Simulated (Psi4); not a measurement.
C7H8, charge +1, doublet, geometry from GFN2-xTB (a state made from the parent by changing its charge; the spin is typed, not shown lowest); MP2/6-311++G** (Psi4 1.11).

Input for Psi4:
```
memory 2 GB

molecule {
1 2
  C     1.17486600   -0.47772752    0.64346424
  C     0.78808183    0.81384632    0.85974479
  C    -0.27270495    1.14091680   -0.16480281
  C    -1.32582170    0.24940099    0.45008430
  C    -0.93903754   -1.04217285    0.23380375
  C     0.36763190   -0.99733600   -0.52286403
  C     0.18725884    0.28323646   -1.35653456
  H     1.88225086   -1.06032231    1.20773834
  H     1.12040016    1.48369710    1.63374723
  H    -0.52038085    2.18306297   -0.32266910
  H    -2.18604264    0.60082512    0.99298053
  H    -1.42419194   -1.94319429    0.56697164
  H     0.70397232   -1.90537355   -1.00729843
  H    -0.57381316    0.18453533   -2.12817486
  H     1.11615896    0.63578433   -1.80066947
}

set basis 6-311++g**
set reference uhf
set freeze_core true

energy('mp2')
print_variables()
```

The log (banner, timings and long lists left out):

```
    SCF Algorithm Type (re)set to DF.

   => Loading Basis Set <=

    Name: 6-311++G**
    Role: ORBITAL
    Keyword: BASIS

         ---------------------------------------------------------
                                   SCF
               by Justin Turney, Rob Parrish, Andy Simmonett
                          and Daniel G. A. Smith
                              UHF Reference
         ---------------------------------------------------------

  ==> Geometry <==

    Molecular point group: c1
    Full point group: C1

    Geometry (in Angstrom), charge = 1, multiplicity = 2:

       Center              X                  Y                   Z               Mass
    ------------   -----------------  -----------------  -----------------  -----------------
         C            1.176141519137    -0.475798244662     0.634224167946    12.000000000000
         C            0.789357349137     0.815775595338     0.850504717946    12.000000000000
         C           -0.271429430863     1.142846075338    -0.174042882054    12.000000000000
         C           -1.324546180863     0.251330265338     0.440844227946    12.000000000000
         C           -0.937762020863    -1.040243574662     0.224563677946    12.000000000000
         C            0.368907419137    -0.995406724662    -0.532104102054    12.000000000000
         C            0.188534359137     0.285165735338    -1.365774632054    12.000000000000
         H            1.883526379137    -1.058393034662     1.198498267946     1.007825032230
         H            1.121675679137     1.485626375338     1.624507157946     1.007825032230
         H           -0.519105330863     2.184992245338    -0.331909172054     1.007825032230
         H           -2.184767120863     0.602754395338     0.983740457946     1.007825032230
         H           -1.422916420863    -1.941265014662     0.557731567946     1.007825032230
         H            0.705247839137    -1.903444274662    -1.016538502054     1.007825032230
         H           -0.572537640863     0.186464605338    -2.137414932054     1.007825032230
         H            1.117434479137     0.637713605338    -1.809909542054     1.007825032230

  Running in c1 symmetry.

  Rotational constants: A =      0.13394  B =      0.13028  C =      0.11787 [cm^-1]
  Rotational constants: A =   4015.30520  B =   3905.71640  C =   3533.74156 [MHz]
  Nuclear repulsion =  291.705285115335357

  Charge       = 1
  Multiplicity = 2
  Electrons    = 49
  Nalpha       = 25
  Nbeta        = 24

  ==> Algorithm <==

  SCF Algorithm Type is DF.
  DIIS enabled.
  MOM disabled.
  Fractional occupation disabled.
  Guess Type is SAD.
  Energy threshold   = 1.00e-08
  Density threshold  = 1.00e-08
  Integral threshold = 1.00e-12

  ==> Primary Basis <==

  Basis Set: 6-311++G**
    Blend: 6-311++G**
    Number of shells: 110
    Number of basis functions: 210
    Number of Cartesian functions: 217
    Spherical Harmonics?: true
    Max angular momentum: 2

   => Loading Basis Set <=

    Name: (6-311++G** AUX)
    Role: JKFIT
    Keyword: DF_BASIS_SCF

  ==> Integral Setup <==

  SCF_SUBTYPE=INCORE selected. In-core MEM_DF algorithm will be used.
  Using in-core AOs.

  ==> MemDFJK: Density-Fitted J/K Matrices <==

    J tasked:                   Yes
    K tasked:                   Yes
    wK tasked:                   No
    Algorithm:                 Core
    Schwarz Cutoff:           1E-12
    Mask sparsity (%):       0.5714
    Fitting Condition:        1E-10

   => Auxiliary Basis Set <=

  Basis Set: (6-311++G** AUX)
    Blend: AUG-CC-PVTZ-JKFIT
    Number of shells: 322
    Number of basis functions: 1096
    Number of Cartesian functions: 1357
    Spherical Harmonics?: true
    Max angular momentum: 4

  Minimum eigenvalue in the overlap matrix is 3.1938387781E-06.
  Reciprocal condition number of the overlap matrix is 1.8600038205E-07.
    Using symmetric orthogonalization.

  ==> Pre-Iterations <==

[...]
    Alpha Occupied:

[...]
      25A     -0.544266

    Alpha Virtual:

[...]
    Beta Occupied:

[...]
    Beta Virtual:

[...]
    Final Occupation by Irrep:
              A
    DOCC [    24 ]
    SOCC [     1 ]
    NA   [    25 ]
    NB   [    24 ]

  @DF-UHF Final Energy:  -269.45291535456090

   => Energetics <=

    Nuclear Repulsion Energy =            291.7052851153353572
    One-Electron Energy =                -930.6467501616173195
    Two-Electron Energy =                 369.4885496917211185
    Total Energy =                       -269.4529153545609006

  UHF NO Occupations:
  HONO-2 :   23  A 1.9990672
  HONO-1 :   24  A 1.9961010
  HONO-0 :   25  A 1.0000000
  LUNO+0 :   26  A 0.0038990
  LUNO+1 :   27  A 0.0009328
  LUNO+2 :   28  A 0.0005356
  LUNO+3 :   29  A 0.0003647

Computation Completed

Properties will be evaluated at   0.000000,   0.000000,   0.000000 [a0]

Properties computed using the SCF density matrix

 Multipole Moments:

 ------------------------------------------------------------------------------------
     Multipole            Electronic (a.u.)      Nuclear  (a.u.)        Total (a.u.)
 ------------------------------------------------------------------------------------

 L = 1.  Multiply by 2.5417464519 to convert [e a0] to [Debye]
 Dipole X            :         -0.1843049            0.1205191           -0.0637858
 Dipole Y            :         -0.2787685            0.1822899           -0.0964786
 Dipole Z            :          1.3351354           -0.8730604            0.4620751
 Magnitude           :                                                    0.4763299

 ------------------------------------------------------------------------------------

  //>>>>>>>>>>>>>>>>>>>>>>>>>>>>>>>>>>>//
  //               DFMP2               //
  //<<<<<<<<<<<<<<<<<<<<<<<<<<<<<<<<<<<//

   => Loading Basis Set <=

    Name: (6-311++G** AUX)
    Role: RIFIT
    Keyword: DF_BASIS_MP2

	 --------------------------------------------------------
	                          DF-MP2
	      2nd-Order Density-Fitted Moller-Plesset Theory

	        Rob Parrish, Justin Turney, Andy Simmonett,
	           Ed Hohenstein, and C. David Sherrill
	 --------------------------------------------------------

	 --------------------------------------------------------
	                 NBF =   210, NAUX =  1110
	 --------------------------------------------------------
	   CLASS    FOCC     OCC    AOCC    AVIR     VIR    FVIR
	   ALPHA       7      25      18     185     185       0
	    BETA       7      24      17     186     186       0
	 --------------------------------------------------------

	-----------------------------------------------------------
	 ==================> DF-MP2 Energies <====================
	-----------------------------------------------------------
	 Reference Energy          =    -269.4529153545609006 [Eh]
	 Singles Energy            =      -0.0000000000000000 [Eh]
	 Same-Spin Energy          =      -0.2444644251570301 [Eh]
	 Opposite-Spin Energy      =      -0.7121376398468311 [Eh]
	 Correlation Energy        =      -0.9566020650038611 [Eh]
	 Total Energy              =    -270.4095174195647360 [Eh]
	-----------------------------------------------------------
	 ================> DF-SCS-MP2 Energies <==================
	-----------------------------------------------------------
	 SCS Same-Spin Scale       =       0.3333333333333333 [-]
	 SCS Opposite-Spin Scale   =       1.2000000000000000 [-]
	 SCS Same-Spin Energy      =      -0.0814881417190100 [Eh]
	 SCS Opposite-Spin Energy  =      -0.8545651678161973 [Eh]
	 SCS Correlation Energy    =      -0.9360533095352073 [Eh]
	 SCS Total Energy          =    -270.3889686640961258 [Eh]
	-----------------------------------------------------------

  Variable Map:
  ----------------------------------------------------------------------------
[...]
  Array Variable Map:
  ----------------------------------------------------------------------------
[...]
[...]
```
